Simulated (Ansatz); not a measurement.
C2Br4, SMILES `BrC(Br)=C(Br)Br`, 6 atoms. The species carries charge 0 and has multiplicity 1. Correlated methods include outer-core shells of Br, which these sets cover unevenly. Scalar relativity is left out up to krypton. Hardware: A = 2 threads of an AMD EPYC 7R13 on a shared host and a share of an NVIDIA H100 80 GB; B = 2 threads of an AMD EPYC 7R13 on a shared host. Correlated methods freeze the cores. Open-shell runs search over several starts.

Q: How many basis functions does each run have, and how long does it take in Ansatz? RKS ωB97M-V/def2-QZVPP energy [A]; UKS B2PLYP (frozen core)/def2-TZVPP energy of the cation [B]; RKS PBE0-D4/def2-TZVP relaxation (5 steps) [A]; RHF-CCSD(T)/def2-SVP energy [A]; UKS ωB97M-V/def2-TZVPP energy of the cation [B]; RKS PBE0-D4/def2-TZVP frequencies [A]; RKS PBE0-D4/def2-QZVPP energy [A]; UHF-CCSD(T)/def2-TZVPP energy of the cation [A]; RKS B3LYP-D4/def2-TZVPP energy and forces [B]; RKS ωB97M-V/def2-SVP energy [B]; UKS PBE0-D4/def2-TZVPP energy of the cation [B]; RHF-CCSD(T)/def2-TZVPP energy [A]. (An estimate is asked.)

A: Computed: Other jobs shared the machine, so times are rough.

```csv
level,job,functions,wall time,peak host memory (GiB)
RHF-CCSD(T)/def2-SVP,energy [A],156,7.5 s,0.79
RKS PBE0-D4/def2-QZVPP,energy [A],470,8 s,1.1
RKS ωB97M-V/def2-QZVPP,energy [A],470,11 s,1.2
RKS ωB97M-V/def2-SVP,energy [B],156,14 s,0.82
RHF-CCSD(T)/def2-TZVPP,energy [A],254,17 s,0.84
RKS B3LYP-D4/def2-TZVPP,energy and forces [B],254,22 s,1.3
RKS PBE0-D4/def2-TZVP,relaxation (5 steps) [A],254,27 s,1.1
UKS B2PLYP (frozen core)/def2-TZVPP,energy of the cation [B],254,42 s,1.4
UKS PBE0-D4/def2-TZVPP,energy of the cation [B],254,59 s,1.4
UHF-CCSD(T)/def2-TZVPP,energy of the cation [A],254,62 s,0.88
UKS ωB97M-V/def2-TZVPP,energy of the cation [B],254,72 s,2
RKS PBE0-D4/def2-TZVP,frequencies [A],254,110 s,1.1
```

B3LYP here is the variant with VWN-RPA as its local correlation; programs differ in this.
